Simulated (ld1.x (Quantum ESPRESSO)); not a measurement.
# nitrogen: variants of one TM potential

Base potential:

N (Z = 7), norm-conserving Troullier–Martins (Kleinman–Bylander form), made with ld1.x (Quantum ESPRESSO) 7.5 (LDA (PZ), non-relativistic). Core [He], reference 2s2 2p2.5 (charge +0.5). Waves: 2p (bound): rc 2.55 bohr; 2s (bound): rc 1.15 bohr. Local part: the s channel. Core correction: none.

All-electron outer shells of the reference configuration (LDA (PZ), non-relativistic, ld1.x):

```
shell  level (eV)  outermost node (bohr)  outermost maximum (bohr)
   2s      -24.91                   0.32                      1.00
   2p      -13.59                      –                      0.94
```

Cutoffs, loose and tight: the cutoffs (Ry, on a coarse ladder) from which the occupation-weighted sum of valence levels, in a spherical-Bessel basis at the reference potential, stays within 10 and 1 mRy of its value at 400 Ry. They do not see the model core or the augmentation charge, which bear on the density cutoff. Test errors are all-electron minus pseudo excitation energies from the reference, over the configurations 2s2 2p3; 2s2 2p2; 2s2 2p1; 2s1 2p4; 2s2 2p0; 2s0 2p5; 2s1 2p0 (two spin-polarised tests are not counted in the largest error). A dash means not determined; rows that change the core or the reference have their own tests. The largest error is taken over the tests solved by every variant that gives reliable tests at all: 2s1 2p0; 2s1 2p4; 2s2 2p0; 2s2 2p1; 2s2 2p2; 2s2 2p3.

```tsv
change	outcome	cutoff, loose	cutoff, tight	bound ghosts	largest test error (meV)
base	generated	45 Ry	110 Ry	none	+5047
core correction a·sin(br)/r model core inside 0.52 bohr	generated	45 Ry	110 Ry	none	+4895
scalar-relativistic	generated	45 Ry	110 Ry	none	+5050
type ultrasoft; waves now 2s (bound): rcut 1.00, rcutus 1.15 bohr; 2s channel at -0.8 Ry: rcut 1.00, rcutus 1.15 bohr; 2p (bound): rcut 2.20, rcutus 2.55 bohr; 2p channel at 0.05 Ry: rcut 2.20, rcutus 2.55 bohr; local potential all-electron potential smoothed inside 1.85 bohr (lloc = -2); augmentation PSQ, radius 0.95 bohr	generated	15 Ry	21 Ry	none	test run stopped at test 1 of 9 (negative rho)
```

(1) What comes out with this change to the base: all radii scaled by about 0.75 (s 0.86, p 1.90 bohr)?

(2) What comes out with this change to the base: wave 2p (bound): rc 2.55 bohr becomes 2p (bound): rc 3.68 bohr?

(3) What comes out with this change to the base: wave 2s (bound): rc 1.15 bohr becomes 2s (bound): rc 0.96 bohr?

Answers

(1) outcome: generated; cutoff, loose: 55 Ry; cutoff, tight: 140 Ry; bound ghosts: none; largest test error (meV): +2283.

(2) outcome: generated; cutoff, loose: 45 Ry; cutoff, tight: 110 Ry; bound ghosts: none; largest test error (meV): +12348.

(3) outcome: generated; cutoff, loose: 50 Ry; cutoff, tight: 140 Ry; bound ghosts: none; largest test error (meV): +5036.
